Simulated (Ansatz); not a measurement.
One change: `P[SiH]1CN1` becomes `BN[SiH]1CN1`.

Ansatz, PBE0-D4/def2-TZVP geometries, multiplicity 1. Each molecule was computed in one conformer, which needn't be the lowest.

| property | `P[SiH]1CN1` |
| --- | --- |
| HOMO energy (ωB97M-V/def2-TZVPP) / eV | -8.97 |
| size of the dipole moment (ωB97M-V/def2-TZVPP) / D | 0.99 |
| LUMO energy (ωB97M-V/def2-TZVPP) / eV | 1.69 |
| HOMO–LUMO gap (PBE/def2-TZVPP) / eV | 4.59 |
| HOMO–LUMO gap (PBE0/def2-TZVPP) / eV | 6.67 |
| HOMO energy (PBE0/def2-TZVPP) / eV | -6.74 |

(1) What does the change do to each property? (Estimate.)

Results:

(1) Computed: 
```csv
property,`BN[SiH]1CN1`,shift
HOMO energy (ωB97M-V/def2-TZVPP) / eV,-9.16,-0.19
size of the dipole moment (ωB97M-V/def2-TZVPP) / D,0.97,-0.02
LUMO energy (ωB97M-V/def2-TZVPP) / eV,1.54,-0.15
HOMO–LUMO gap (PBE/def2-TZVPP) / eV,4.34,-0.25
HOMO–LUMO gap (PBE0/def2-TZVPP) / eV,6.56,-0.11
HOMO energy (PBE0/def2-TZVPP) / eV,-6.88,-0.14
```

With PBE0 the HOMO falls by 0.14 eV and the LUMO falls by 0.25 eV, so the gap narrows by about 0.11 eV. PBE moves the HOMO by -0.13 eV and ωB97M-V by -0.19 eV. Dipoles are sizes alone; their direction can turn.
